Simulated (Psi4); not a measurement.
H₃Cl₂OSiTi, quartet, at a GFN2-xTB geometry of the parent state (such geometries of metal compounds can be far from the true shape) (the multiplicity is a formal guess); B3LYP/STO-3G (Psi4).

Psi4 was given this input:
```
memory 2 GB

molecule {
0 4
Ti    0.13385518    0.12639748    0.35858986
Cl    0.27420287   -1.26758755    1.94371787
Cl    0.79158817    2.07880932    0.84103919
O    -0.45519838   -0.29537952   -1.18464084
Si   -0.99985070   -0.81141691   -2.62507650
H    -1.10617308    0.36543350   -3.49723954
H    -2.30890326   -1.43572356   -2.38179060
H    -0.00868833   -1.77835172   -3.12261939
}

set {
  basis sto-3g
  reference uks
}

energy('b3lyp')
print_variables()
```

Question: Predict the main parts of the log of this Psi4 run.

Answer: 
```
   => Loading Basis Set <=

    Name: STO-3G
    Role: ORBITAL
    Keyword: BASIS

         ---------------------------------------------------------
                                   SCF
               by Justin Turney, Rob Parrish, Andy Simmonett
                          and Daniel G. A. Smith
                              UKS Reference
         ---------------------------------------------------------

  ==> Geometry <==

    Molecular point group: c1
    Full point group: C1

    Geometry (in Angstrom), charge = 0, multiplicity = 4:

       Center              X                  Y                   Z               Mass
    ------------   -----------------  -----------------  -----------------  -----------------
         TI           0.103630916254     0.101339768434     0.279068757651    47.947941980000
         CL           0.243978606254    -1.292645261566     1.864196767651    34.968852682000
         CL           0.761363906254     2.053751608434     0.761518087651    34.968852682000
         O           -0.485422643746    -0.320437231566    -1.264161942349    15.994914619570
         SI          -1.030074963746    -0.836474621566    -2.704597602349    27.976926534650
         H           -1.136397343746     0.340375788434    -3.576760642349     1.007825032230
         H           -2.339127523746    -1.460781271566    -2.461311702349     1.007825032230
         H           -0.038912593746    -1.803409431566    -3.202140492349     1.007825032230

  Running in c1 symmetry.

  Rotational constants: A =      0.07408  B =      0.03535  C =      0.02414 [cm^-1]
  Rotational constants: A =   2220.89003  B =   1059.82179  C =    723.63841 [MHz]
  Nuclear repulsion =  505.034392778767540

  Charge       = 0
  Multiplicity = 4
  Electrons    = 81
  Nalpha       = 42
  Nbeta        = 39

  ==> Algorithm <==

  SCF Algorithm Type is DF.
  DIIS enabled.
  MOM disabled.
  Fractional occupation disabled.
  Guess Type is SAD.
  Energy threshold   = 1.00e-06
  Density threshold  = 1.00e-06
  Integral threshold = 1.00e-12

  ==> Primary Basis <==

  Basis Set: STO-3G
    Blend: STO-3G
    Number of shells: 29
    Number of basis functions: 53
    Number of Cartesian functions: 54
    Spherical Harmonics?: true
    Max angular momentum: 2

  ==> DFT Potential <==

   => LibXC <=

    Version 7.1.2
    S. Lehtola, C. Steigemann, M. J. T. Oliveira, and M. A. L. Marques,  SoftwareX 7, 1–5 (2018) (10.1016/j.softx.2017.11.002)

   => Composite Functional: B3LYP <=

    B3LYP Hyb-GGA Exchange-Correlation Functional

    P. J. Stephens, F. J. Devlin, C. F. Chabalowski, and M. J. Frisch,  J. Phys. Chem. 98, 11623 (1994) (10.1021/j100096a001)

    Deriv               =              1
    GGA                 =           TRUE
    Meta                =          FALSE

    Exchange Hybrid     =           TRUE
    MP2 Hybrid          =          FALSE

   => Exchange Functionals <=

    0.0800   Slater exchange
    0.7200         Becke 88

   => Exact (HF) Exchange <=

    0.2000               HF

   => Correlation Functionals <=

    0.1900   Vosko, Wilk & Nusair (VWN5_RPA)
    0.8100   Lee, Yang & Parr

   => LibXC Density Thresholds  <==

    XC_HYB_GGA_XC_B3LYP:  1.00E-15

   => Molecular Quadrature <=

    Radial Scheme          =       TREUTLER
    Pruning Scheme         =           NONE
    Nuclear Scheme         =       TREUTLER

    Blocking Scheme        =         OCTREE
    BS radius alpha        =              1
    Pruning alpha          =              1
    Radial Points          =             75
    Spherical Points       =            302
    Total Points           =         167640
    Total Blocks           =           1333
    Max Points             =            255
    Max Functions          =             45
    Weights Tolerance      =       1.00E-15

   => Loading Basis Set <=

    Name: (STO-3G AUX)
    Role: JKFIT
    Keyword: DF_BASIS_SCF

  ==> Integral Setup <==

  SCF_SUBTYPE=INCORE selected. In-core MEM_DF algorithm will be used.
  Using in-core AOs.

  ==> MemDFJK: Density-Fitted J/K Matrices <==

    J tasked:                   Yes
    K tasked:                   Yes
    wK tasked:                   No
    Algorithm:                 Core
    Schwarz Cutoff:           1E-12
    Mask sparsity (%):      11.7480
    Fitting Condition:        1E-10

   => Auxiliary Basis Set <=

  Basis Set: (STO-3G AUX)
    Blend: DEF2-UNIVERSAL-JKFIT
    Number of shells: 215
    Number of basis functions: 779
    Number of Cartesian functions: 995
    Spherical Harmonics?: true
    Max angular momentum: 6

  Minimum eigenvalue in the overlap matrix is 2.1730786254E-01.
  Reciprocal condition number of the overlap matrix is 1.0416464399E-01.
    Using symmetric orthogonalization.

  ==> Pre-Iterations <==

  SCF Guess: Superposition of Atomic Densities via on-the-fly atomic UHF (no occupation information).

   -------------------------
    Irrep   Nso     Nmo
   -------------------------
     A         53      53
   -------------------------
    Total      53      53
   -------------------------

  ==> Iterations <==

                           Total Energy        Delta E     RMS |[F,P]|

   @DF-UKS iter SAD: -2111.59671173564811   -2.11160e+03   0.00000e+00
   @DF-UKS iter   1: -2113.05915714334378   -1.46245e+00   5.58553e-03 DIIS/ADIIS
   @DF-UKS iter   2: -2112.54543468028942    5.13722e-01   1.17399e-02 DIIS/ADIIS
   @DF-UKS iter   3: -2113.13756432611672   -5.92130e-01   5.99518e-03 DIIS/ADIIS
   @DF-UKS iter   4: -2113.19608556210960   -5.85212e-02   1.22134e-03 DIIS/ADIIS
   @DF-UKS iter   5: -2113.20173209227187   -5.64653e-03   2.92900e-04 DIIS/ADIIS
   @DF-UKS iter   6: -2113.20108334333918    6.48749e-04   6.75372e-04 DIIS/ADIIS
   @DF-UKS iter   7: -2113.20168802177659   -6.04678e-04   4.08285e-04 DIIS/ADIIS
   @DF-UKS iter   8: -2113.20189839958766   -2.10378e-04   2.33437e-04 DIIS/ADIIS
   @DF-UKS iter   9: -2113.20204605721938   -1.47658e-04   2.17401e-05 DIIS
   @DF-UKS iter  10: -2113.20204459883416    1.45839e-06   3.69739e-05 DIIS
   @DF-UKS iter  11: -2113.20204750621679   -2.90738e-06   2.95176e-06 DIIS
   @DF-UKS iter  12: -2113.20204757698821   -7.07714e-08   1.01427e-06 DIIS
   @DF-UKS iter  13: -2113.20204761192645   -3.49382e-08   7.30195e-07 DIIS
  Energy and wave function converged.

  ==> Post-Iterations <==

   Electrons on quadrature grid:
      Nalpha   =   41.9999938267 ; deviation = -6.173e-06
      Nbeta    =   38.9999937509 ; deviation = -6.249e-06
      Ntotal   =   80.9999875776 ; deviation = -1.242e-05

   @Spin Contamination Metric:   4.322898844E-03
   @S^2 Expected:                3.750000000E+00
   @S^2 Observed:                3.754322899E+00
   @S   Expected:                1.500000000E+00
   @S   Observed:                1.500000000E+00

    Orbital Energies [Eh]
    ---------------------

    Alpha Occupied:

[...]
    Alpha Virtual:

[...]
    Beta Occupied:

[...]
    Beta Virtual:

[...]
    Final Occupation by Irrep:
              A
    DOCC [    39 ]
    SOCC [     3 ]
    NA   [    42 ]
    NB   [    39 ]

  @DF-UKS Final Energy: -2113.20204761192645

   => Energetics <=

    Nuclear Repulsion Energy =            505.0343927787675398
    One-Electron Energy =               -3920.4423194914306805
    Two-Electron Energy =                1405.9948153443115189
    DFT Exchange-Correlation Energy =    -103.7889362435747387
    Empirical Dispersion Energy =           0.0000000000000000
    VV10 Nonlocal Energy =                  0.0000000000000000
    Total Energy =                      -2113.2020476119264458

  UHF NO Occupations:
  HONO-2 :   40  A 1.0000000
  HONO-1 :   41  A 1.0000000
  HONO-0 :   42  A 1.0000000
  LUNO+0 :   43  A 0.0010402
  LUNO+1 :   44  A 0.0004959
  LUNO+2 :   45  A 0.0002753
  LUNO+3 :   46  A 0.0000939

Computation Completed

Properties will be evaluated at   0.000000,   0.000000,   0.000000 [a0]

Properties computed using the SCF density matrix

 Multipole Moments:

 ------------------------------------------------------------------------------------
     Multipole            Electronic (a.u.)      Nuclear  (a.u.)        Total (a.u.)
 ------------------------------------------------------------------------------------

 L = 1.  Multiply by 2.5417464519 to convert [e a0] to [Debye]
 Dipole X            :          3.8795610           -4.6263618           -0.7468008
 Dipole Y            :          3.3094435           -3.8355292           -0.5260858
 Dipole Z            :         10.2055171          -12.1721221           -1.9666049
 Magnitude           :                                                    2.1684125

 ------------------------------------------------------------------------------------

  Variable Map:
  ----------------------------------------------------------------------------
[...]
  Array Variable Map:
  ----------------------------------------------------------------------------
[...]
[...]
```
